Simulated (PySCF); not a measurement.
**Nuclear quadrupole coupling in `C#C[P@@]1(=N)C[C@@H](C)[C@@H]1C=C`**

Compound: C₈H₁₂NP.
Cartesian coordinates in Å at the GFN2-xTB level; atoms count from 1:
```
atom  x, y, z in Å
C1     3.741   -0.636    0.175
C2     2.606   -0.575   -0.221
P3     1.009   -0.450   -0.997
N4     0.896   -0.042   -2.491
C5    -0.041   -1.784   -0.214
C6    -1.068   -0.692    0.160
C7    -1.754   -0.870    1.500
C8    -0.122    0.543    0.078
C9    -0.687    1.775   -0.516
C10   -0.792    2.928    0.122
H11    4.716   -0.696    0.564
H12    1.439   -0.586   -3.146
H13   -0.420   -2.571   -0.865
H14    0.420   -2.231    0.667
H15   -1.819   -0.611   -0.631
H16   -2.367   -1.770    1.498
H17   -1.019   -0.956    2.298
H18   -2.395   -0.016    1.711
H19    0.333    0.738    1.054
H20   -1.016    1.674   -1.541
H21   -1.210    3.802   -0.347
H22   -0.461    3.046    1.142
```

Field gradients from the PBE0/pcSseg-1 density (PySCF, non-relativistic), principal values in atomic units, ordered |Vxx| ≤ |Vyy| ≤ |Vzz|:

| atom | Vxx | Vyy | Vzz |
| --- | --- | --- | --- |
| N4 | -0.0726 | -0.5744 | 0.6470 |

Question: Find the asymmetry η = (Vxx − Vyy)/Vzz and the couplings χ = eQV/h (234.96 MHz × Q in barn × V in au), with Q(14N) = 0.02044 b.

Answer: 
| atom | environment | nucleus | η | χzz (MHz) | χxx (MHz) | χyy (MHz) |
| --- | --- | --- | --- | --- | --- | --- |
| N4 | nitrogen bonded to P and H | 14N | 0.78 | 3.107 | -0.349 | -2.759 |

Question: What is Vzz at N4 in SI units (1 au = 9.71736 × 10²¹ V/m²)?

Answer: 0.6470 au = 6.287 × 10²¹ V/m².

Were the hydrogens deuterons (Q(2H) = 0.00286 b), χzz would run from 199 kHz (H15) to 291 kHz (H12).

The structure is a single GFN2-xTB conformer in the gas phase; no vibrational or solvent corrections. GFN2-xTB bond lengths can be off by several hundredths of an ångström, more for odd bonds, and the gradients follow them. The basis is small and wasn't made for field gradients, so the couplings can be 20 % off.

These values come from a run that also computed NMR shieldings. The run took 55 s wall on an Arm Neoverse V1 with one thread, no GPU, on a shared host, and the process peaked at 1.1 GiB of memory.
